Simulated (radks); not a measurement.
Coulomb parameter of the 3d shell of the manganese ion Mn2+ in the model configuration [Ar] 3d4 4p1, as a second difference U = [E(n + 0.25) + E(n - 0.25) - 2 E(n)] / (0.25)^2 with all orbitals relaxed. "Bare": the charge of the atom changes with n. "Screened": the 4p shell takes up the change at fixed total charge, which measures U(3d,3d) + U(4p,4p) - 2 U(3d,4p). All-electron calculation, scalar-relativistic Kohn-Sham, PBEsol, spin-unpolarised, spherical densities, finite nucleus; Fermi nuclear charge, rms radius 3.7057 fm. Program: a radial shooting solver on a logarithmic mesh with Libxc functionals.

case                 configuration  E - E(n) (eV)
start                 [Ar] 3d4 4p1          0.000
bare +0.25         [Ar] 3d4.25 4p1         -7.337
bare -0.25         [Ar] 3d3.75 4p1          8.381
screened +0.25  [Ar] 3d4.25 4p0.75         -3.640
screened -0.25  [Ar] 3d3.75 4p1.25          3.959

U(bare) = 16.697 eV, U(screened by 4p) = 5.094 eV, against the Slater integral F0(3d,3d) = 23.653 eV with frozen orbitals.
